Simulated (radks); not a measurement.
The numbers below are computed, except where a source is named.
How relativity changes the ionisation of the nickel ion Ni+ ([Ar] 3d9) to Ni2+ ([Ar] 3d8). Spin-unpolarised spherical Kohn-Sham, PBE, point nucleus unless stated (finite: rms radius 3.7757 fm), a radial shooting solver on a logarithmic mesh with Libxc functionals. A level marked "c x" has the speed of light scaled by that factor and shares open shells by 2j + 1; other Dirac levels either fill j = l - 1/2 first or share by 2j + 1.

level                               E(Ni+) (hartree)  E(Ni2+) (hartree)  IE (eV)   HOMO  <r> HOMO (bohr)
non-rel.                                 -1507.77408        -1507.02086   20.496     3d            1.067
scalar-rel.                              -1520.30499        -1519.55695   20.355     3d            1.073
scalar-rel., finite nucleus              -1520.29907        -1519.55103   20.355     3d            1.073
Dirac, 2j+1 shares                       -1520.34676        -1519.59871   20.356  3d5/2            1.077
Dirac, low j first                       -1520.35001        -1519.60592   20.248  3d5/2            1.077
Dirac, 2j+1 shares, finite nucleus       -1520.34084        -1519.59279   20.356  3d5/2            1.077
Dirac, c x 0.75                          -1530.49649        -1529.75228   20.251  3d5/2            1.084
Dirac, c x 1.25                          -1515.76065        -1515.01077   20.405  3d5/2            1.073
Dirac, c x 2                             -1510.86897        -1510.11707   20.460  3d5/2            1.069

NIST Atomic Spectra Database: 18.169 eV (measured). The relativistic part of the total energy of Ni+ is -12.57 hartree (Dirac, 2j+1 shares, finite nucleus), 0.83 % of the non-relativistic value. Spin polarisation and multiplet splitting of open shells are left out at every level.

Beside tabulated values, note that spin-unpolarised runs miss the spin-polarisation part of the exchange energy of open shells.
